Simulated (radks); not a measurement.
Values are calculated unless marked as measured or tabulated.
All-electron atom: Zr+ in [Kr] 4d1 5s2 (not the ground configuration). Level of theory: Dirac Kohn-Sham, LDA (Slater exchange, Perdew-Wang correlation), spin-unpolarised, spherical densities, point nucleus; open shells are shared between the two j in proportion to 2j + 1 (a radial shooting solver on a logarithmic mesh with Libxc functionals).

Spin-orbit splittings of the eigenvalues, e(l+1/2) - e(l-1/2), with zeta = 2 splitting/(2l+1) and mean radii in bohr:

| shell | occ. | splitting (eV) | zeta (eV) | <r> j=l-1/2 | <r> j=l+1/2 |
|---|---|---|---|---|---|
| 2p | 6 | 85.70 | 57.13 | 0.1388 | 0.1431 |
| 3p | 6 | 13.67 | 9.112 | 0.4555 | 0.4661 |
| 3d | 10 | 2.500 | 0.9999 | 0.4507 | 0.4542 |
| 4p | 6 | 1.844 | 1.230 | 1.334 | 1.364 |
| 4d | 1 | 0.1603 | 0.06410 | 2.008 | 2.025 |
